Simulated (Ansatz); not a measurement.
C2H8ClOSbSi (`CC[O][Sb]([SiH3])[Cl]`). Total charge 0; spin multiplicity 1. Sb: def2 effective core potential. The geometry is a stationary point of PBE0-D4/def2-TZVP. It is one conformer, not always the lowest.

```xyz
14

C     0.783   -0.773   -2.088
C     1.348    0.213   -1.091
O     0.397    0.550   -0.094
Sb    0.409   -0.384    1.624
Si   -1.658    0.999    2.350
Cl   -0.966   -2.252    1.093
H     1.507   -0.962   -2.885
H    -0.130   -0.376   -2.535
H     0.540   -1.723   -1.608
H     2.268   -0.188   -0.641
H     1.620    1.148   -1.592
H    -1.246    2.393    2.664
H    -2.237    0.375    3.568
H    -2.636    0.981    1.236
```

Q: What is the dipole moment at B3LYP/def2-TZVPP? (An estimate is asked.)

A: Ansatz gave: 2.31 D, with components (1.85, 1.27, 0.57) D in this frame, pointing from negative to positive charge.

Q: And with PBE, r2SCAN, ωB97M-V? (Estimate.)

A: Computed: PBE 2.18 D, r2SCAN 2.23 D, ωB97M-V 2.29 D.

Q: Give the Mulliken charges with B3LYP, r2SCAN, PBE in def2-TZVPP. (An estimate is asked.)

A: The calculation gave: 
| atom | B3LYP | r2SCAN | PBE |
| --- | --- | --- | --- |
| C1 | -0.22 | -0.13 | -0.23 |
| C2 | 0.06 | 0.15 | 0.04 |
| O3 | -0.52 | -0.51 | -0.43 |
| Sb4 | 0.71 | 0.67 | 0.63 |
| Si5 | 0.13 | 0.15 | 0.08 |
| Cl6 | -0.37 | -0.37 | -0.34 |
| H7 | 0.07 | 0.04 | 0.07 |
| H8 | 0.08 | 0.05 | 0.09 |
| H9 | 0.08 | 0.04 | 0.08 |
| H10 | 0.05 | 0.02 | 0.04 |
| H11 | 0.08 | 0.03 | 0.07 |
| H12 | -0.06 | -0.06 | -0.04 |
| H13 | -0.05 | -0.05 | -0.03 |
| H14 | -0.03 | -0.04 | -0.02 |

B3LYP here is the variant with VWN-RPA as its local correlation; programs differ in this.
